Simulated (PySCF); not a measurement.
C2H2F2, SMILES F/C=C/F. Geometry optimised at PBE-D3(BJ)/def2-SVP.

Task: Give the equilibrium geometry at PBE-D3(BJ)/def2-SVP (PySCF confirms it by a frequency run) as a Z-matrix, and its point group. (An estimate is asked for; the answer gives what the named calculation found.)

Result: point group C2h.
```
C
F 1 1.3417
C 1 1.3424 2 120.96
F 3 1.3417 1 120.96 2 180.00
H 1 1.1022 2 115.12 3 180.00
H 3 1.1022 4 115.12 1 180.00
```
Charge 0, spin multiplicity 1.
